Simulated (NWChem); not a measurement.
CH$_{4}$MgS; SMILES C[S][MgH]

```xyz
7

Mg    -0.2628    -1.6456     0.0325
H     -0.8691    -3.1988     0.3878
S      0.6183     0.4500    -0.4709
C     -0.7569     1.6077    -0.0367
H     -0.3950     2.6305    -0.2564
H     -1.0204     1.5641     1.0381
H     -1.6646     1.4304    -0.6459
```
Atoms are numbered in this order, from 1.

Results from NWChem. The geometry was optimised at PBE-D3(BJ)/def2-SVP. Vzz is the largest principal value of the second derivative of the potential at the nucleus (NWChem prints the opposite sign); η is the asymmetry. Non-relativistic.

Task: Predict the results for Hartree-Fock/def2-TZVP. Quantities: Vzz Mg1 (a.u.); η Mg1; Vzz S3 (a.u.); η S3.

Result: The vzz Mg1 (a.u.) comes out as -1.055 and the η Mg1 comes out as 0.10. The vzz S3 (a.u.) is 2.383 and the η S3 is 0.40.
